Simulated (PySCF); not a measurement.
**Predicted spectroscopic data**

Computed data (PySCF): GFN2-xTB structure, NMR shieldings at PBE0/pcSseg-1/GIAO. Non-relativistic Hamiltonian, no solvent, rapidly exchanging positions averaged, one computed conformer.

References, each an isolated molecule treated in the same way: $^{1}$H (31.72 ppm) and $^{13}$C (186.93 ppm) vs TMS. Splittings of carbon signals by F and P are missing where no couplings were computed. Where no couplings were computed, multiplicities follow the n + 1 count of equivalent neighbours, and m marks all less simple cases (inequivalent or close neighbours, rings, F or P nearby). Shifts are as computed. Against solution values, carbons near 30 ppm lie about +3 ppm off and those near 130 ppm about +5 ppm. Of 1211 compounds with measured shifts, 218 miss one by over three times the rms of a fit or turn the order of signals round; such compounds aren't used in these exercises.

Compound 1 (C$_{5}$H$_{8}$FN). $^{1}$H NMR (600 MHz, computed): δ 7.67 (d, 1H), 6.99 (d, 1H), 5.16 (m, 2H), 4.35 (m, 1H), 4.34 (m, 1H), 2.67 (m, 2H). $^{13}$C{$^{1}$H} NMR (computed): δ 163.7, 150.6, 98.8, 87.9, 43.1. Structure: SMILES C=NC(=C)CCF.

Compound 2 (C$_{8}$H$_{12}$). $^{1}$H NMR (600 MHz, computed): δ 5.86 (m, 1H), 5.33 (m, 1H), 5.22 (m, 1H), 1.23 (s, 3H), 0.92 (m, 1H), 0.90 (m, 1H), 0.86 (m, 1H), 0.79 (m, 1H), 0.78 (m, 1H), 0.69 (m, 1H). $^{13}$C{$^{1}$H} NMR (computed): δ 154.1, 116.3, 27.7, 25.4, 24.4, 20.2, 8.3, 6.7. Structure: SMILES C=C[C@@]1(C)CC12CC2.

Compound 3 (C$_{8}$H$_{12}$). $^{1}$H NMR (600 MHz, computed): δ 6.63 (m, 1H), 6.19 (m, 1H), 5.53 (m, 1H), 5.49 (m, 1H), 5.41 (m, 1H), 5.40 (m, 1H), 5.28 (m, 1H), 5.25 (m, 1H), 2.32 (m, 2H), 2.29 (m, 2H). $^{13}$C{$^{1}$H} NMR (computed): δ 155.7, 148.5, 146.0, 124.7, 120.5, 120.3, 42.5, 38.4. Structure: `C=CCCC(=C)C=C`.
